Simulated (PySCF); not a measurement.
C₅H₁₁O₃Si, SMILES CO[Si]([C]=C)(OC)OC, doublet, GFN2-xTB optimised geometry.

```
20

C      1.60    -0.49     0.47
C      0.41    -0.31     0.00
Si    -1.44    -0.31     0.00
O     -2.10    -1.07     1.29
C     -2.07    -2.44     1.56
O     -2.02    -1.07    -1.31
C     -1.86    -0.70    -2.65
O     -2.01     1.21     0.00
C     -1.88     2.16     1.01
H      1.82    -0.87     1.46
H      2.49    -0.26    -0.11
H     -2.39    -3.02     0.69
H     -2.76    -2.63     2.39
H     -1.07    -2.76     1.85
H     -0.81    -0.79    -2.95
H     -2.17     0.34    -2.80
H     -2.47    -1.36    -3.26
H     -2.49     3.02     0.74
H     -0.84     2.47     1.12
H     -2.23     1.76     1.97
```

Density from PySCF with unrestricted PBE0/def2-SVP at that geometry.

Minimum of the electron density along straight lines between bonded atoms, close to the bond critical point (lines longer than 1.1 times the sum of covalent radii, or with two minima, are not listed):

```tsv
bond	length / Å	ρ at the minimum / e bohr⁻³	∇²ρ there / e bohr⁻⁵	position (fraction from the first atom)
C1–C2	1.292	0.360	-1.00	0.50
C2–Si3	1.854	0.111	0.40	0.61
Si3–O4	1.630	0.129	1.07	0.41
O4–C5	1.397	0.255	-0.26	0.67
Si3–O6	1.621	0.132	1.10	0.41
O6–C7	1.398	0.255	-0.25	0.67
Si3–O8	1.621	0.132	1.10	0.41
O8–C9	1.397	0.255	-0.25	0.67
C1–H10	1.091	0.271	-1.00	0.63
C1–H11	1.086	0.275	-1.03	0.63
C5–H12	1.091	0.283	-1.09	0.64
C5–H13	1.091	0.283	-1.08	0.64
C5–H14	1.093	0.281	-1.05	0.63
C7–H15	1.093	0.281	-1.07	0.63
C7–H16	1.091	0.283	-1.08	0.64
C7–H17	1.091	0.283	-1.09	0.64
C9–H18	1.091	0.283	-1.09	0.64
C9–H19	1.093	0.281	-1.06	0.63
C9–H20	1.091	0.283	-1.08	0.64
```
